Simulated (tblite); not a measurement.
C$_{4}$H$_{9}$ (SMILES C[CH]CC), doublet, at a GFN2-xTB geometry; GFN1-xTB run with tblite 0.6.0.

The tblite input:
```
$ tblite run mol.xyz --method gfn1 --charge 0 --spin 1 --grad --json tblite.json --no-restart

# file mol.xyz
13

C      0.80227852     1.76477179    -0.15694418
C      0.52141927     0.40038107     0.33521225
C     -0.74490807    -0.31053583     0.05376212
C     -0.53438974    -1.81153526    -0.16655504
H      1.85278878     1.87333439    -0.43366452
H     -1.48498727    -2.30741758    -0.34953270
H      0.60506598     2.52119607     0.61469385
H      0.18232470     2.00638185    -1.01869520
H     -0.07242301    -2.26159652     0.70904246
H      0.11552400    -1.97990561    -1.02198077
H      1.21029694    -0.04478302     1.03354459
H     -1.22945641     0.12710158    -0.82320378
H     -1.44553349    -0.19280169     0.89694506
```

Problem. What does tblite print? Leave out banner, timings and long lists.

Solution. 
```
xTB calculator
 | screened Coulomb repulsion
 | Coulomb electrostatics
 |  * isotropic Klopman-Ohno-Mataga-Nishimoto electrostatics
 |  * onsite third-order electrostatics
 | DFT-D3(BJ) dispersion correction

halogen bonding energy    0.0000000000000E+00 Eh
repulsion energy          1.9638014031373E-01 Eh
dispersion energy        -3.5442695849116E-03 Eh
number of electrons       2.5000000000000E+01 e
integral cutoff           1.9731147476801E+01 bohr

------------------------------------------------------------
  cycle        total energy    energy error   density error
------------------------------------------------------------
      1     -13.24104111173  -1.3433877E+01   5.6148485E-01
      2     -13.24198838570  -9.4727397E-04   3.3556384E-01
      3     -13.24198846594  -8.0241909E-08   3.7246476E-03
      4     -13.24200227673  -1.3810794E-05   3.8593967E-04
      5     -13.24200244160  -1.6486274E-07   8.2530779E-05
      6     -13.24200244611  -4.5113069E-09   1.4689258E-05
------------------------------------------------------------

electronic energy        -1.3434838316836E+01 Eh
total energy             -1.3242002446108E+01 Eh

Post processing:
 | Mayer-Wiberg bond orders

[Info] Tight-binding results written to 'tblite.txt'
[Info] JSON dump of results written to 'tblite.json'
```
